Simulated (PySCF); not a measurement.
Atomic charges against the basis set

Species: C₂H₇NSSi₂.
Bonds: C1–S2, S2–Si3, Si3–Si4, Si4–C5, C5–N6 (triple). Hydrogens: H7, H8, H9 on C1; H10, H11 on Si3; H12, H13 on Si4.

PBE0 throughout (PySCF), one geometry, spherical d and f functions. Geometry: PBE0-D3(BJ)/def2-SVP, one conformer, isolated molecule. Atoms taken as equivalent share a column and are averaged. The first 7 of 9 kinds of atom are listed.

Mulliken charges (e):

```json
{"basis": "STO-3G", "functions": "49", "C1": "-0.316", "S2": "-0.025", "Si3": "+0.338", "Si4": "+0.466", "C5": "-0.133", "N6": "-0.205", "H7/H8/H9": "+0.086"}
{"basis": "6-31G", "functions": "80", "C1": "-0.753", "S2": "-0.069", "Si3": "+0.311", "Si4": "+0.498", "C5": "-0.120", "N6": "-0.276", "H7/H8/H9": "+0.221"}
{"basis": "pcSseg-0", "functions": "80", "C1": "-0.897", "S2": "-0.216", "Si3": "+0.224", "Si4": "+0.520", "C5": "-0.225", "N6": "-0.373", "H7/H8/H9": "+0.289"}
{"basis": "6-31G*", "functions": "110", "C1": "-0.696", "S2": "-0.101", "Si3": "+0.208", "Si4": "+0.289", "C5": "+0.007", "N6": "-0.265", "H7/H8/H9": "+0.225"}
{"basis": "cc-pVDZ", "functions": "131", "C1": "-0.194", "S2": "-0.181", "Si3": "+0.149", "Si4": "+0.240", "C5": "-0.154", "N6": "-0.112", "H7/H8/H9": "+0.094"}
{"basis": "def2-SVP", "functions": "131", "C1": "-0.177", "S2": "-0.266", "Si3": "+0.249", "Si4": "+0.291", "C5": "-0.249", "N6": "-0.057", "H7/H8/H9": "+0.099"}
{"basis": "aug-cc-pVDZ", "functions": "213", "C1": "+0.184", "S2": "-0.073", "Si3": "-0.358", "Si4": "-0.331", "C5": "-0.052", "N6": "-0.335", "H7/H8/H9": "-0.130"}
{"basis": "6-311+G(2d,p)", "functions": "228", "C1": "-0.631", "S2": "+0.057", "Si3": "+0.107", "Si4": "+0.357", "C5": "-0.112", "N6": "-0.243", "H7/H8/H9": "+0.183"}
{"basis": "def2-TZVP", "functions": "246", "C1": "-0.357", "S2": "-0.188", "Si3": "+0.113", "Si4": "+0.157", "C5": "-0.212", "N6": "-0.032", "H7/H8/H9": "+0.154"}
{"basis": "cc-pVTZ", "functions": "290", "C1": "-0.282", "S2": "-0.174", "Si3": "+0.142", "Si4": "+0.213", "C5": "-0.190", "N6": "-0.064", "H7/H8/H9": "+0.123"}
{"basis": "IGLO-III", "functions": "307", "C1": "-0.539", "S2": "-0.245", "Si3": "+0.592", "Si4": "+0.545", "C5": "-0.010", "N6": "-0.321", "H7/H8/H9": "+0.167"}
```

IAO charges (e):

```
        basis  functions      C1      S2     Si3     Si4      C5      N6  H7/H8/H9
       STO-3G         49  -0.487  -0.048  +0.381  +0.493  -0.186  -0.157    +0.134
        6-31G         80  -0.511  -0.150  +0.282  +0.361  -0.128  -0.182    +0.172
     pcSseg-0         80  -0.503  -0.150  +0.242  +0.346  -0.131  -0.181    +0.171
       6-31G*        110  -0.494  -0.157  +0.383  +0.448  -0.150  -0.185    +0.163
      cc-pVDZ        131  -0.490  -0.154  +0.382  +0.440  -0.153  -0.180    +0.162
     def2-SVP        131  -0.480  -0.152  +0.389  +0.446  -0.155  -0.178    +0.158
  aug-cc-pVDZ        213  -0.497  -0.161  +0.387  +0.442  -0.142  -0.198    +0.165
6-311+G(2d,p)        228  -0.505  -0.157  +0.405  +0.463  -0.149  -0.198    +0.166
    def2-TZVP        246  -0.507  -0.155  +0.411  +0.469  -0.152  -0.195    +0.166
      cc-pVTZ        290  -0.506  -0.157  +0.402  +0.459  -0.151  -0.192    +0.166
     IGLO-III        307  -0.509  -0.151  +0.406  +0.467  -0.150  -0.198    +0.166
```

Hirshfeld charges (e):

| basis | functions | C1 | S2 | Si3 | Si4 | C5 | N6 | H7/H8/H9 |
| --- | --- | --- | --- | --- | --- | --- | --- | --- |
| STO-3G | 49 | -0.044 | -0.089 | +0.280 | +0.339 | -0.077 | -0.182 | +0.018 |
| 6-31G | 80 | -0.090 | -0.118 | +0.205 | +0.277 | -0.045 | -0.183 | +0.052 |
| pcSseg-0 | 80 | -0.098 | -0.105 | +0.228 | +0.293 | -0.053 | -0.181 | +0.046 |
| 6-31G* | 110 | -0.086 | -0.116 | +0.205 | +0.275 | -0.032 | -0.189 | +0.053 |
| cc-pVDZ | 131 | -0.103 | -0.083 | +0.217 | +0.284 | -0.042 | -0.183 | +0.051 |
| def2-SVP | 131 | -0.107 | -0.076 | +0.220 | +0.288 | -0.037 | -0.188 | +0.050 |
| aug-cc-pVDZ | 213 | -0.121 | -0.075 | +0.221 | +0.286 | -0.042 | -0.200 | +0.053 |
| 6-311+G(2d,p) | 228 | -0.114 | -0.079 | +0.220 | +0.288 | -0.041 | -0.201 | +0.052 |
| def2-TZVP | 246 | -0.115 | -0.078 | +0.216 | +0.284 | -0.038 | -0.198 | +0.054 |
| cc-pVTZ | 290 | -0.116 | -0.080 | +0.216 | +0.284 | -0.037 | -0.196 | +0.054 |
| IGLO-III | 307 | -0.123 | -0.065 | +0.221 | +0.288 | -0.040 | -0.204 | +0.052 |

Some averages cover members that differ in this geometry, most widely: H7/H8/H9, Mulliken in aug-cc-pVDZ -0.154 to -0.118 e.

Question: Which scheme is steadiest as the basis changes?

Answer: Largest range over the bases for any column: Hirshfeld 0.08 e, IAO 0.17 e, Mulliken 1.08 e. Hirshfeld charges move least and Mulliken charges most, counted in e. Without the minimal STO-3G basis the ranges are Hirshfeld 0.05, IAO 0.17, Mulliken 1.08 e.

Question: How much do the charges still move between the two largest bases, cc-pVTZ and IGLO-III?

Answer: At most, over all atoms: Mulliken 0.449 e, IAO 0.009 e, Hirshfeld 0.015 e.

Question: What do the same runs give for the total energy, the frontier levels and the dipole moment?

Answer: 
```tsv
basis	energy (Eh)	HOMO (eV)	LUMO (eV)	μ (D)
STO-3G	-1099.0848	-3.71	3.90	3.37
6-31G	-1111.6305	-7.22	-0.54	3.76
pcSseg-0	-1110.3391	-7.46	-0.89	3.86
6-31G*	-1111.7573	-7.24	-0.71	3.93
cc-pVDZ	-1111.8210	-7.24	-0.72	4.04
def2-SVP	-1111.4066	-7.26	-0.79	4.06
aug-cc-pVDZ	-1111.8348	-7.34	-0.93	4.34
6-311+G(2d,p)	-1111.8860	-7.35	-1.03	4.38
def2-TZVP	-1111.9002	-7.35	-0.99	4.37
cc-pVTZ	-1111.9052	-7.35	-0.92	4.29
IGLO-III	-1111.8986	-7.30	-0.99	4.42
```

The dipole is fixed by the density alone, so its range of 1.05 D shows that the density itself changes with the basis, not only its division among atoms.
